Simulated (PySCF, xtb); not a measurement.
C4H10N, SMILES C(C)NC[CH2], multiplicity 2. One conformer was computed; it need not be the lowest.

Harmonic wavenumbers (cm⁻¹) from xtb 6.7.1 with GFN2-xTB at its own minimum, in rising order: 52, 92, 180, 222, 287, 317, 444, 584, 773, 801, 838, 916, 1021, 1044, 1096, 1105, 1140, 1176, 1234, 1268, 1293, 1334, 1390, 1406, 1408, 1466, 1490, 1491, 1500, 2834, 2947, 2951, 2956, 3030, 3042, 3051, 3118, 3155, 3349.

### Question
What does PBE0-D3(BJ)/def2-SVP in PySCF give at its own minimum? (The exact figures need the calculation; the answer reports its results.)

### Answer
82, 115, 147, 261, 280, 367, 449, 510, 749, 806, 816, 938, 969, 1084, 1093, 1135, 1145, 1219, 1261, 1308, 1356, 1370, 1408, 1427, 1435, 1457, 1473, 1495, 1507, 2946, 2976, 3042, 3053, 3061, 3143, 3162, 3165, 3279, 3554. Paired by order, the mean absolute difference is 44 cm⁻¹ and the zero-point energies are 82.6 and 84.4 kcal/mol.
